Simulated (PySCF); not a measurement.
An unknown shows these calculated signals:

$^{1}$H NMR (600 MHz, computed): δ 5.52 (m, 1H), 5.23 (s, 3H), 0.75 (br s, 1H), 0.36 (m, 3H), 0.23 (d, 3H).

$^{13}$C{$^{1}$H} NMR (computed): δ 3.1 (CH3), 1.4 (CH3).

Gas phase, one computed conformer, averaged over atoms made equivalent by symmetry, fast rotation or ring inversion, relativity neglected. PBE0/pcSseg-1 with gauge-including orbitals; GFN2-xTB structure; PySCF.

δ = σ(ref) − σ, references computed at the same level: $^{1}$H, $^{13}$C vs TMS.

Which of these does the molecule contain: a Si–CH3 group, an OH group, a Si–H bond, a heteroaromatic ring, a three-membered ring, a non-aromatic C=C double bond?

## Answers


- A Si–CH3 group: yes (δC 1.4; δH 0.23 (d)).
- An OH group: yes (δH 0.75 (br s)).
- A Si–H bond: yes (δH 5.52 (m)).
- A heteroaromatic ring: no.
- A three-membered ring: no.
- A non-aromatic C=C double bond: no.

The data belong to `C[Si@@H](O)[Si@@](C)(F)O[SiH3]`, C2H11FO2Si3; they needn't prove each group on their own.

Carbon signals by region: 2 below 50 ppm.

OH/NH shifts are gas-phase values; hydrogen bonding in solution moves them, usually downfield. Splittings by $^{19}$F in the carbon and heteronuclear signals aren't shown, as no couplings were computed. Shifts are as computed. Against solution values, carbons near 30 ppm lie about +3 ppm off and those near 130 ppm about +5 ppm. Of 1211 compounds with measured shifts, 218 miss one by over three times the rms of a fit or turn the order of signals round; such compounds aren't used in these exercises. Multiplicities follow the n + 1 count of equivalent neighbours, as no J values were calculated; m marks all less simple cases, F and P coupling included.
